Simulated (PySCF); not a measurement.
# Pd+ (palladium, charge +1) across methods

[Kr] 4d9, 2D determinant. Computed with PySCF 2.14 in ANO-RCC-VTZP, with scalar relativity by spin-free X2C-1e.

```
 method  E (hartree)  mean ε 4p β (eV)  mean ε 4d α (eV)  mean ε 4d β (eV)  Σ⟨r²⟩ (bohr²)   ⟨S²⟩
   PBE0     -5044.50           -65.847           -16.749           -15.993          36.00  0.754
r2SCANh     -5044.81           -64.758           -15.883           -15.087          35.91  0.758
LC-wPBE     -5044.41           -67.656           -19.496           -18.787          35.98  0.753
    LDA     -5039.45           -62.394           -15.298           -14.626          36.63  0.752
    PBE     -5044.42           -62.134           -15.025           -14.344          36.44  0.754
 r2SCAN     -5044.81           -63.427           -15.196           -14.420          36.01  0.759
    UHF  -5042.35355           -75.984           -21.148           -20.110          35.42  0.756
```

(1) Estimate the same row for HSE06.

Results:

(1) E (hartree) = -5044.44; mean ε 4p β (eV) = -65.433; mean ε 4d α (eV) = -16.343; mean ε 4d β (eV) = -15.588; Σ⟨r²⟩ (bohr²) = 36.05; ⟨S²⟩ = 0.754.
